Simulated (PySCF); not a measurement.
## Calculated data, BClH₄NSi, C₂H₆BO, Al₂BH₅N, Al₂BH₄O and others

All values are calculated (PySCF 2.14.0). Calculation on a computer-drawn molecule: the log of a Hartree-Fock and frozen-core CCSD(T) single point meant for a local Hartree-Fock minimum, with one planted fault or none, to be diagnosed. Offsets are logged minus clean, where the clean run is the same molecule without the fault. The reference is restricted for singlets and unrestricted otherwise, and also for a bond in bohr or an excited solution. Adding or removing an electron swaps singlet and doublet. The excited solution moves the top pair (singlet) or top alpha electron (doublet) to the lowest empty orbital. Highest occupied and lowest empty are orbital energies over both spins, largest force is the largest gradient component, triples share is (T) over the correlation energy, the T1 limit is 0.02 restricted and 0.045 unrestricted, electrons count all cores, a negative frequency is imaginary (commonest isotopes), and the dipole is about the centre of nuclear charge.

Common to all runs: meant charge 1; meant multiplicity 1; logged SCF converged yes; logged spin squared 0; possible faults no fault, one electron removed, one electron added, multiplicity raised by two, geometry at a saddle point, SCF held on an excited solution, minimal basis STO-3G, one bond length entered in bohr, all coordinates scaled.

```json
{"entry": 1, "formula": "BClH4NSi", "logged_structure": {"atoms_angstrom": [["B", -0.96, 0.3373, -0.2004], ["N", 0.2154, 0.4557, 0.3634], ["Si", 0.5034, 0.4037, 2.1881], ["Cl", -1.3865, 0.1359, 2.8931], ["H", -2.0107, 0.2315, -0.7035], ["H", 1.0247, 0.5846, -0.2355], ["H", 1.3618, -0.7515, 2.4207], ["H", 1.0575, 1.7059, 2.5388]]}, "given": {"meant_basis": "cc-pV(D+d)Z", "logged_electrons": 46, "logged_basis_functions": 94, "logged_highest_occupied [eV]": -7.6992, "logged_lowest_empty [eV]": -13.425, "logged_largest_force [hartree/bohr]": 0.058532, "logged_CC_converged": "no", "logged_dipole_magnitude [debye]": 4.6246, "logged_SCF_stable_within_its_kind": "no", "logged_energy_HF [hartree]": -828.97277, "drawn_bonds_atom": [1, 2, 3, 1, 2, 3, 3], "drawn_bonds_other_atom": [2, 3, 4, 5, 6, 7, 8], "drawn_bonds_order": [1, 1, 1, 1, 1, 1, 1]}, "results": {"planted_fault": "SCF held on an excited solution", "HF_energy_offset_from_clean_run [kcal/mol]": 478.9}, "notes": ["CCSD not converged"]}
{"entry": 2, "formula": "C2H6BO", "logged_structure": {"atoms_angstrom": [["B", 0.8489, 1.1877, -2.5041], ["O", 0.3952, 0.601, -1.5715], ["C", -0.2061, -0.1514, -0.3869], ["C", 0.863, -0.3807, 0.617], ["H", 1.2905, 1.7576, -3.4095], ["H", -0.5905, -1.035, -0.8562], ["H", -0.9902, 0.5104, -0.0775], ["H", 1.6576, -0.9895, 0.2174], ["H", 1.2583, 0.5484, 0.994], ["H", 0.4056, -0.9143, 1.4385]]}, "given": {"meant_basis": "cc-pVDZ", "logged_electrons": 30, "logged_basis_functions": 86, "logged_highest_occupied [eV]": -19.024, "logged_lowest_empty [eV]": -2.2385, "logged_largest_force [hartree/bohr]": 0.013476, "logged_T1_diagnostic": 0.014681, "logged_D1_diagnostic": 0.041919, "logged_triples_share": 0.027583, "logged_CC_converged": "yes", "logged_dipole_magnitude [debye]": 3.6785, "logged_SCF_stable_within_its_kind": "yes", "logged_energy_HF [hartree]": -178.55066, "logged_energy_CCSD(T) [hartree]": -179.13305, "drawn_bonds_atom": [1, 2, 3, 1, 3, 3, 4, 4, 4], "drawn_bonds_other_atom": [2, 3, 4, 5, 6, 7, 8, 9, 10], "drawn_bonds_order": [1, 1, 1, 1, 1, 1, 1, 1, 1]}, "results": {"planted_fault": "all coordinates scaled, by -1.0 %", "HF_energy_offset_from_clean_run [kcal/mol]": 0.6203, "CCSD(T)_energy_offset_from_clean_run [kcal/mol]": 2.046}}
{"entry": 3, "formula": "Al2BH5N", "logged_structure": {"atoms_angstrom": [["B", -1.5562, -1.6828, 2.6834], ["Al", -0.8277, -2.4961, 0.6919], ["N", -0.0662, -1.2638, -0.2757], ["Al", 0.67, -1.4473, -1.9442], ["H", -1.9391, -1.2634, 3.7266], ["H", -1.1462, -4.0096, 0.5631], ["H", 0.0001, -0.3233, 0.0848], ["H", 1.2973, -0.1779, -2.6066], ["H", 0.5618, -2.9132, -2.4939]]}, "given": {"meant_basis": "cc-pV(D+d)Z", "logged_electrons": 42, "logged_basis_functions": 99, "logged_highest_occupied [eV]": -14.976, "logged_lowest_empty [eV]": -5.3982, "logged_largest_force [hartree/bohr]": 1.7381e-05, "logged_lowest_frequency [cm^-1]": 73.073, "logged_T1_diagnostic": 0.016889, "logged_D1_diagnostic": 0.054492, "logged_triples_share": 0.025139, "logged_CC_converged": "yes", "logged_dipole_magnitude [debye]": 9.8906, "logged_SCF_stable_within_its_kind": "yes", "logged_energy_HF [hartree]": -565.62014, "logged_energy_CCSD(T) [hartree]": -566.02602, "drawn_bonds_atom": [1, 2, 3, 1, 2, 3, 4, 4], "drawn_bonds_other_atom": [2, 3, 4, 5, 6, 7, 8, 9], "drawn_bonds_order": [1, 1, 1, 1, 1, 1, 1, 1]}, "results": {"planted_fault": "no fault", "HF_energy_offset_from_clean_run [kcal/mol]": 0.0, "CCSD(T)_energy_offset_from_clean_run [kcal/mol]": 0.0}}
{"entry": 4, "formula": "Al2BH4O", "logged_structure": {"atoms_angstrom": [["B", -0.5859, -0.2729, -2.6162], ["Al", -0.0145, 1.5827, -1.8648], ["O", -0.9164, 1.8661, -0.6866], ["Al", -1.7147, 2.4142, 0.5752], ["H", -0.9164, -1.2488, -2.9786], ["H", 1.0609, 2.2092, -2.5592], ["H", -1.1874, 2.0314, 1.8576], ["H", -2.8848, 3.1965, 0.2776]]}, "given": {"meant_basis": "cc-pV(D+d)Z", "logged_electrons": 42, "logged_basis_functions": 94, "logged_highest_occupied [eV]": -15.202, "logged_lowest_empty [eV]": -5.7745, "logged_largest_force [hartree/bohr]": 0.072948, "logged_T1_diagnostic": 0.014473, "logged_D1_diagnostic": 0.040378, "logged_triples_share": 0.018304, "logged_CC_converged": "yes", "logged_dipole_magnitude [debye]": 8.7029, "logged_SCF_stable_within_its_kind": "yes", "logged_energy_HF [hartree]": -585.44007, "logged_energy_CCSD(T) [hartree]": -585.83899, "drawn_bonds_atom": [1, 2, 3, 1, 2, 4, 4], "drawn_bonds_other_atom": [2, 3, 4, 5, 6, 7, 8], "drawn_bonds_order": [1, 1, 1, 1, 1, 1, 1]}, "results": {"planted_fault": "all coordinates scaled, by -8.0 %", "HF_energy_offset_from_clean_run [kcal/mol]": 34.62, "CCSD(T)_energy_offset_from_clean_run [kcal/mol]": 39.59}}
{"entry": 5, "formula": "AlBH4N", "logged_structure": {"atoms_angstrom": [["B", -0.6917, -2.1173, 0.6724], ["N", -0.5722, -1.0801, 1.3438], ["Al", 0.3348, 0.4586, 0.8542], ["H", -0.7719, -3.0286, 0.0321], ["H", -0.9907, -1.056, 2.217], ["H", 0.2551, 1.4827, 1.9171], ["H", 0.9205, 0.2782, -0.4949]]}, "given": {"meant_basis": "cc-pV(D+d)Z", "logged_electrons": 28, "logged_basis_functions": 71, "logged_highest_occupied [eV]": -17.239, "logged_lowest_empty [eV]": -3.3979, "logged_largest_force [hartree/bohr]": 0.050116, "logged_T1_diagnostic": 0.012878, "logged_D1_diagnostic": 0.030272, "logged_triples_share": 0.025038, "logged_CC_converged": "yes", "logged_dipole_magnitude [debye]": 3.6159, "logged_SCF_stable_within_its_kind": "yes", "logged_energy_HF [hartree]": -323.15957, "logged_energy_CCSD(T) [hartree]": -323.48659, "drawn_bonds_atom": [1, 2, 1, 2, 3, 3], "drawn_bonds_other_atom": [2, 3, 4, 5, 6, 7], "drawn_bonds_order": [1, 1, 1, 1, 1, 1]}, "results": {"planted_fault": "all coordinates scaled, by -4.6 %", "HF_energy_offset_from_clean_run [kcal/mol]": 9.185, "CCSD(T)_energy_offset_from_clean_run [kcal/mol]": 12.77}}
```
